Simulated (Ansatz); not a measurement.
A series at Al: from `[NH2][Al]([NH2])[NH2]`, ligands are replaced one by one, each step taking up HCl and setting free NH₃; n counts the steps. Ansatz, PBE0-D4/def2-TZVP geometries. Each molecule was computed in one conformer, which needn't be the lowest.

CBS adds triple-zeta CCSD(T) − MP2 to the MP2 limit, frozen cores; atoms without spin–orbit coupling. 

```json
{"n": "0", "molecule": "`[NH2][Al]([NH2])[NH2]`", "atomization energy, CCSD(T)/CBS (kJ/mol)": "?"}
{"n": "1", "molecule": "`[NH2][Al]([NH2])[Cl]`", "atomization energy, CCSD(T)/CBS (kJ/mol)": "2768.6"}
{"n": "2", "molecule": "`[NH2][Al]([Cl])[Cl]`", "atomization energy, CCSD(T)/CBS (kJ/mol)": "2043.6"}
{"n": "3", "molecule": "`[Cl][Al]([Cl])[Cl]`", "atomization energy, CCSD(T)/CBS (kJ/mol)": "1303.5"}
```

**Question.** By hand: fit a straight line y = ȳ + b (n − n̄) to the 3 given rows and predict n = 0.

**Answer.** n̄ = 2.000, ȳ = 2038.57; Σ(n − n̄)(y − ȳ) = -1465.10, Σ(n − n̄)² = 2.000, so b = -732.55 kJ/mol a step. Prediction: 2038.57 + (-732.55) × (-2.000) = 3503.7 kJ/mol.

**Question.** By hand: compare with the computed value, 3478.8 kJ/mol, and give the steps along the whole series.

**Answer.** The line misses by -24.9 kJ/mol (computed minus predicted). Steps: -710.2, -725.0, -740.1 kJ/mol.

The steps differ by up to 29.9 kJ/mol, small against a whole step but well beyond the method's doubt, so the ligands' effects don't simply add. The miss is 1.1 % of the series' range. The energies themselves are unsure by some kJ/mol a bond, though much of that is common to the series.
